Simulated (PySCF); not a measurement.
# Electron correlation in Kr²⁺ (krypton, charge +2)

[Ar] 3d10 4s2 4p4, high-spin 3P determinant. All numbers are calculated (PySCF 2.14, the spin-free X2C one-electron Hamiltonian (Gaussian nucleus), in x2c-SVPall (5s4p3d, 32 functions)). Frozen: [Ar] 3d10; 6 electrons correlated.

MP2 pair energies summed by pair of shells (mhartree):

```
 pair  energy  share (%)
4p-4p  -39.11       49.4
4s-4p  -34.03       43.0
4s-4s   -5.96        7.5
```

Total MP2 correlation energy: -79.09 mhartree.

Same-spin part -19.48 and opposite-spin part -59.61 mhartree; SCS-MP2 scales them by 1/3 and 6/5 to -78.02 mhartree.

```tsv
level	correlation energy (mhartree)
CCSD	-95.17
(T)	-1.05
CCSD(T)	-96.22
```

Diagnostics: T1 = 0.0055, D1 = 0.0186, largest double amplitude 0.052.

Is a single reference adequate?

Yes, within this model without spin-orbit coupling: T1 lies below 0.03 and no double amplitude reaches 0.07.
